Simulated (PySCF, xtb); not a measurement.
Be(Et)(SH) (C₂H₆BeS), SMILES [Be]([CH2]C)[SH]. One conformer was computed; it need not be the lowest.

Harmonic wavenumbers (cm⁻¹) from xtb 6.7.1 with GFN2-xTB at its own minimum, in rising order: 47, 82, 105, 220, 267, 401, 427, 533, 916, 934, 1010, 1042, 1242, 1275, 1421, 1500, 1515, 1518, 2492, 2910, 2943, 2995, 3029, 3036.

Task: What does PBE0-D3(BJ)/def2-SVP (PySCF 2.14.0) give at its own minimum? (The exact figures need the calculation; the answer reports its results.)

Result: 57, 104, 150, 265, 359, 458, 544, 667, 923, 955, 1002, 1084, 1239, 1259, 1391, 1412, 1472, 1484, 2699, 3015, 3041, 3060, 3123, 3134. Paired by order, the mean absolute difference is 62 cm⁻¹ and the zero-point energies are 45.5 and 47.0 kcal/mol.
